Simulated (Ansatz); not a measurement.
System: sum formula GaHCl$_{2}$ (charge 0, singlet). 
Geometry from a B3LYP-D3(BJ)/def2-TZVP (Ansatz, a program for electronic structure) optimisation:
```xyz
4

Cl    -0.6866     1.7723     0.0136
Ga    -0.4421    -0.3575    -0.0109
Cl     1.5894    -1.0423     0.0087
H     -1.6438    -1.3292    -0.0407
```

Wanted: atomisation energy (electronic, to ground-state atoms), in kcal/mol. Valence correlation only, unless marked. Open shells are spin-unrestricted. No spin-orbit coupling. Frozen are the shells of the preceding noble gas and the d and f shells that filled before the atom's block. No relativistic terms. The coupled-cluster limit lacks core correlation, which all-electron functionals hold. Basis-set limits of correlation are two-point, X^-3; Hartree-Fock from the larger set.

```tsv
level	program	atomisation energy (kcal/mol)
r2SCAN0/def2-TZVPD	Ansatz	[?]
B2PLYP-D4/def2-TZVPD	Ansatz + dftd4	239.7
CCSD(T)/CBS(def2-TZVPPD,def2-QZVPPD)	Ansatz	[?]
```

Fill in the missing entries.


- r2SCAN0/def2-TZVPD, atomisation energy (kcal/mol): 244.8
- CCSD(T)/CBS(def2-TZVPPD,def2-QZVPPD), atomisation energy (kcal/mol): 248.3
